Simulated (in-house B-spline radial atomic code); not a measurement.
# Ionising Cs⁺ with different functionals

Computed with a radial B-spline atomic code at the basis-set limit: scalar-relativistic (spin-free X2C) Hamiltonian, Fermi nucleus of rms radius 4.8041 fm, spin-polarised at highest spin, spherical fractional occupations for the functionals, the average over the highest-spin determinants for Hartree-Fock. The ionisation energy is the difference of two self-consistent energies, [Kr] 4d10 5s2 5p6 → [Kr] 4d10 5s2 5p5, without Breit or QED terms; ε is the level of the shell that loses the electron (its least bound occupied spin orbital). There is no spin-orbit coupling in this Hamiltonian.

Hybrids are left out here: with spherical fractional occupations of an open shell their exact exchange keeps a self-interaction that integer-occupation calculations don't have.

```csv
method,rung,ΔSCF (eV),-ε(5p) (eV)
Hartree-Fock,Hartree-Fock,22.76,23.45
LDA VWN5,LDA,23.67,18.83
LDA PW92,LDA,?,?
LDA exchange-only,LDA,22.23,17.48
PBE,GGA,23.46,18.67
PBEsol,GGA,23.49,18.69
BLYP,GGA,23.28,18.47
RPBE,GGA,23.42,18.64
PW91,GGA,23.53,18.73
BP86,GGA,23.58,18.77
AM05,GGA,?,?
OLYP,GGA,23.41,18.63
TPSS,meta-GGA,23.58,18.81
SCAN,meta-GGA,23.81,19.09
r2SCAN,meta-GGA,23.82,19.10
revTPSS,meta-GGA,23.61,18.85
```

Problem. What does LDA PW92 give?

Solution. ΔSCF 23.67 eV, and -ε(5p) = 18.83 eV.

Problem. What does AM05 give?

Solution. ΔSCF 23.47 eV, and -ε(5p) = 18.66 eV.

Problem. How do they compare with the NIST value?

Solution. NIST lists 23.157 eV (measured, ground level to ground level). Errors run from -0.93 to +0.66 eV; BLYP is closest (+0.12 eV), but part of that can be cancellation, since the calculations leave out spin-orbit coupling, Breit-QED terms, multiplet and fine-structure energies. Hartree-Fock also lacks correlation.
